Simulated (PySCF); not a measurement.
KCl, SMILES [Cl][K].

Geometry: PBE0-D3(BJ)/def2-TZVPD.

Two levels are set side by side: TDDFT-PBE/def2-TZVPD (PySCF) and TDDFT-M06-2X/def2-TZVPD (PySCF). Vertical, same geometry. The lowest singlet is HOMO→LUMO 100 % with PBE and HOMO−1→LUMO 94 % with the other functional; states are paired by order. Differences are taken from unrounded values.

| quantity | TDDFT-M06-2X |
|---|---|
| lowest singlet excitation (eV) | 4.11 |
| lowest triplet excitation (TDA) (eV) | 4.11 |
| first bright state (f over 0.05) (eV) | 4.41 |
| its oscillator strength | 0.06 |

Q: What does TDDFT-PBE give, and how far is it from TDDFT-M06-2X? (Estimate from the structure and the level; the computed values follow.)

A: 
| quantity | TDDFT-PBE | TDDFT-PBE minus TDDFT-M06-2X |
|---|---|---|
| lowest singlet excitation (eV) | 2.95 | -1.15 |
| lowest triplet excitation (TDA) (eV) | 2.91 | -1.20 |
| first bright state (f over 0.05) (eV) | 3.27 | -1.14 |
| its oscillator strength | 0.08 | 0.02 |

Functionals without exact exchange tend to place singlet excitations lower, as here. Differences between two approximate levels are no errors against the true value.

Rough cost on one machine, each run with all the roots and properties that it gave: TDDFT-M06-2X against TDDFT-PBE about 7 times.
